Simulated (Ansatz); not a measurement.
Clusters of 7 atoms, halide: PBE-D4/def2-TZVP single points in Ansatz on relaxed structures, gas phase. Each cluster is the lowest isomer that a short search found in that spin, judged at the geometry's level, and lower ones may exist. Core potentials for Ag, Cd, Cs, no spin–orbit coupling. HOMO and LUMO are taken over both spins. Binding counts from free atoms in the multiplicity of their measured ground term, without zero-point energy. A dash marks a value that wasn't run or was left out as unsound. The structures are stationary points that may keep the symmetry of their start. Remarks come from the PBE and PBE0 runs and from stability tests at other levels; not every state was tested. HOMO above LUMO (over both spins in singlets and doublets, within one spin in higher multiplets; at PBE or PBE0), or a gap under 0.15 eV within one spin, warns that the state may not be the lowest or that an electron is smeared out.

```json
{"species": "Cd3F4⁺", "atoms": "7", "state": "doublet", "geometry": "r2SCAN-D4/def2-SVP", "HOMO (eV)": "-9.89", "LUMO (eV)": "-9.44", "gap (eV)": "0.46", "binding per atom (eV)": "–", "lowest of the spins relaxed": "–", "point group (within 0.1 Å)": "C2v", "remarks": "–"}
{"species": "Cu3F4", "atoms": "7", "state": "doublet", "geometry": "r2SCAN-D4/def2-SVP", "HOMO (eV)": "-5.90", "LUMO (eV)": "-5.85", "gap (eV)": "0.05", "binding per atom (eV)": "2.99", "lowest of the spins relaxed": "doublet, of doublet/quartet", "point group (within 0.1 Å)": "Cs", "remarks": "near-degenerate levels, gap within one spin near zero, gap within one spin near zero at PBE or PBE0 (quartet)"}
{"species": "Ag4F3⁺", "atoms": "7", "state": "singlet", "geometry": "r2SCAN-D4/def2-SVP", "HOMO (eV)": "-10.19", "LUMO (eV)": "-8.07", "gap (eV)": "2.12", "binding per atom (eV)": "–", "lowest of the spins relaxed": "–", "point group (within 0.1 Å)": "C3v", "remarks": "–"}
{"species": "Li4H3", "atoms": "7", "state": "doublet", "geometry": "PBE-D4/def2-TZVP", "HOMO (eV)": "-2.58", "LUMO (eV)": "-1.49", "gap (eV)": "1.09", "binding per atom (eV)": "1.72", "lowest of the spins relaxed": "–", "point group (within 0.1 Å)": "C3v", "remarks": "–"}
{"species": "Li3Br4", "atoms": "7", "state": "doublet", "geometry": "r2SCAN-D4/def2-SVP", "HOMO (eV)": "-6.60", "LUMO (eV)": "-6.02", "gap (eV)": "0.58", "binding per atom (eV)": "2.53", "lowest of the spins relaxed": "–", "point group (within 0.1 Å)": "C2v", "remarks": "–"}
{"species": "Zn3F4⁺", "atoms": "7", "state": "doublet", "geometry": "r2SCAN-D4/def2-SVP", "HOMO (eV)": "-9.80", "LUMO (eV)": "-9.29", "gap (eV)": "0.51", "binding per atom (eV)": "–", "lowest of the spins relaxed": "–", "point group (within 0.1 Å)": "C3v", "remarks": "–"}
{"species": "Cs4F3", "atoms": "7", "state": "doublet", "geometry": "PBE-D4/def2-SVP", "HOMO (eV)": "-1.66", "LUMO (eV)": "-1.25", "gap (eV)": "0.40", "binding per atom (eV)": "2.88", "lowest of the spins relaxed": "–", "point group (within 0.1 Å)": "C3v", "remarks": "–"}
```

The gap (eV) runs from 0.05 (Cu3F4) to 2.12 (Ag4F3⁺).
